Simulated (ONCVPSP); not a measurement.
## u(r) = r·R(r): atom against pseudo-atom (caesium)

Columns: radius, all-electron u(r) and pseudo u(r) of the 5p shell (level -13.84 eV) of caesium in the configuration [Kr] 4d10 5s2 5p6 6s0.75 6p0.25; PBE, scalar-relativistic, ONCV scheme, ONCVPSP 4.0.1.

```json
{"r (bohr)": "0.155", "all-electron": "0.1620", "pseudo": "0.0147"}
{"r (bohr)": "0.310", "all-electron": "0.0938", "pseudo": "0.0575"}
{"r (bohr)": "0.465", "all-electron": "-0.3020", "pseudo": "0.1248"}
{"r (bohr)": "0.620", "all-electron": "-0.3826", "pseudo": "0.2111"}
{"r (bohr)": "0.775", "all-electron": "-0.2005", "pseudo": "0.3095"}
{"r (bohr)": "0.930", "all-electron": "0.0730", "pseudo": "0.4125"}
{"r (bohr)": "1.085", "all-electron": "0.3324", "pseudo": "0.5121"}
{"r (bohr)": "1.240", "all-electron": "0.5353", "pseudo": "0.6008"}
{"r (bohr)": "1.395", "all-electron": "0.6743", "pseudo": "0.6727"}
{"r (bohr)": "1.550", "all-electron": "0.7558", "pseudo": "0.7238"}
{"r (bohr)": "1.705", "all-electron": "0.7909", "pseudo": "0.7523"}
{"r (bohr)": "1.860", "all-electron": "0.7909", "pseudo": "0.7586"}
{"r (bohr)": "2.015", "all-electron": "0.7662", "pseudo": "0.7447"}
{"r (bohr)": "2.170", "all-electron": "0.7252", "pseudo": "0.7136"}
{"r (bohr)": "2.325", "all-electron": "0.6745", "pseudo": "0.6696"}
{"r (bohr)": "2.480", "all-electron": "0.6189", "pseudo": "0.6174"}
{"r (bohr)": "2.635", "all-electron": "0.5619", "pseudo": "0.5616"}
{"r (bohr)": "2.790", "all-electron": "0.5059", "pseudo": "0.5058"}
{"r (bohr)": "2.945", "all-electron": "0.4524", "pseudo": "0.4524"}
{"r (bohr)": "3.100", "all-electron": "0.4025", "pseudo": "0.4025"}
{"r (bohr)": "3.255", "all-electron": "0.3565", "pseudo": "0.3565"}
{"r (bohr)": "3.410", "all-electron": "0.3146", "pseudo": "0.3146"}
{"r (bohr)": "3.565", "all-electron": "0.2768", "pseudo": "0.2768"}
{"r (bohr)": "3.720", "all-electron": "0.2430", "pseudo": "0.2430"}
{"r (bohr)": "3.875", "all-electron": "0.2128", "pseudo": "0.2128"}
{"r (bohr)": "4.030", "all-electron": "0.1860", "pseudo": "0.1860"}
```

(1) How many radial nodes do the two functions have?

(2) At about which radius was the pseudo-wave matched?

(3) Is the pseudo-wave norm-conserving?

Results:

(1) The all-electron 5p function has n − l − 1 = 3 (the table is too coarse to show those close to the nucleus); the pseudo-wave has 0, since the states of the same l below it are removed with the core.

(2) 3.10 bohr. The columns agree to 0.0005 from 2.63 bohr on; several derivatives are matched, so the curves merge somewhat inside the radius.

(3) Yes: the ONCV scheme keeps the norm inside the radius equal to the all-electron one, which fixes the energy derivative of the logarithmic derivative at the level.
